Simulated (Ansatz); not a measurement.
`COB(C)[SeH]` + `NCF` → `NC(F)[SeH]` + `CBOC`  (formal exchange of groups at the Se–B bond)

Computed with Ansatz on PBE0-D4/def2-TZVP structures; ΔE is electronic, products minus reactants. CCSD(T)/CBS adds triple-zeta CCSD(T) − MP2 to the extrapolated MP2 energy (def2 sets, frozen cores). DFT in def2-TZVPP. B3LYP here is the variant with VWN-RPA as its local correlation; programs differ in this. For Se outer-core shells are correlated without core-valence functions, which leaves a few kJ/mol of doubt a bond. Scalar relativity is left out up to krypton. Each species was taken in one conformer, which may not be the lowest.

```
        level  ΔE (eV)
        B3LYP     1.21
MP2/CBS(def2)     1.39
```

What does CCSD(T)/CBS give? (An estimate is asked.)

Ansatz gave: +1.34 eV. The listed levels differ from it by -0.13, 0.05 eV.

Largest T1 diagnostic among the species: 0.012.

From PBE to PBE0 (25 % exact exchange), in def2-TZVPP and without D4, ΔE moves by +0.06 eV. In def2-TZVPP, CCSD(T) changes the Hartree–Fock value by +0.03 eV (the triples alone add −0.00 eV) and MP2 by +0.08 eV. The D4 term adds +0.05 eV with B3LYP and +0.03 eV with PBE0; it sums over pairs of atoms, weighted by their polarisabilities, and B3LYP, whose exchange is more repulsive, gets the larger term.
